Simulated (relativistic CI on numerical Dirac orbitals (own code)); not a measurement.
Computed by Dirac-Coulomb-Breit CI, orbitals from a KLI potential per configuration, a model potential for QED, unscaled Slater integrals (own radial code, finite nucleus).

Configuration list (outside the closed core [Ne]): 3s²3p⁶, 3s²3p⁵3d, 3s3p⁶3d, 3s²3p⁵4s, 3s²3p⁵4p, 3s²3p⁵4d, 3s3p⁶4s, 3s²3p⁵4f, 3s3p⁶4p, 3p⁶3d4p, 3s3p⁶4d, 3s²3p⁵5s, 3s²3p⁵5p, 3s3p⁶4f, 3s²3p⁵5d, 3s²3p⁵5f, 3s²3p⁵5g, 3s3p⁶5s, 3s²3p⁵6s, 3s²3p⁵6p, 3s3p⁶5p, 3s²3p⁵6d, 3s3p⁶5d, 3p⁶3d², 3p⁵3d³, 3p⁵3d²4s, 3p⁵3d²4p, 3p⁵3d²4d, 3p⁶3d4s, 3p⁵3d4s², 3p⁵3d4s4p, 3p⁵3d4s4d. Double excitations out of closed p, d and f shells are left out; levels of such configurations are missing from the list, as are those of other unlisted configurations, and high levels can miss mixing partners. These lack a partner that the ground configuration has and come out too high: 3s²3p⁵4f, 3s²3p⁵5s, 3s²3p⁵5p, 3s²3p⁵5d, 3s²3p⁵5f.

At this charge energies of transitions that change n are usually good to better than 1 %, and those within a shell (Δn = 0) to a few per cent.

Outline of the computed level scheme of Ge XV. Lowest level of each configuration: 3s²3p⁶ ¹S0 at 0.000 eV; 3s²3p⁵3d ³P°0 at 72.700 eV; 3s3p⁶3d ³D1 at 144.271 eV; 3s²3p⁵4s ³P°2 at 251.321 eV; 3s²3p⁵4p ³S1 at 268.769 eV; 3p⁶3d² ³F2 at 293.740 eV; 3s²3p⁵4d ³P°0 at 300.874 eV.

Some strong electric-dipole decays among the lowest 45 levels: 3s²3p⁵3d ¹P°1 → 3s²3p⁶ ¹S0 (4.8e+11 s⁻¹); 3s²3p⁵4s ³P°1 → 3s²3p⁶ ¹S0 (1.8e+11 s⁻¹); 3s²3p⁵4s ¹P°1 → 3s²3p⁶ ¹S0 (1.8e+11 s⁻¹); 3s²3p⁵4p ³D3 → 3s²3p⁵3d ³F°4 (9.6e+10 s⁻¹); 3s²3p⁵4p ³D2 → 3s²3p⁵3d ³F°3 (8.4e+10 s⁻¹); 3s²3p⁵4p ³S1 → 3s²3p⁵3d ³P°1 (5.3e+10 s⁻¹); 3s²3p⁵4d ³P°1 → 3s²3p⁶ ¹S0 (4.8e+10 s⁻¹); 3s²3p⁵4p ³S1 → 3s²3p⁵3d ³P°2 (4.6e+10 s⁻¹).

LS names give the leading component of a level, which can be under half, so a name can repeat, a term be missing and a line seem to break the LS rules.
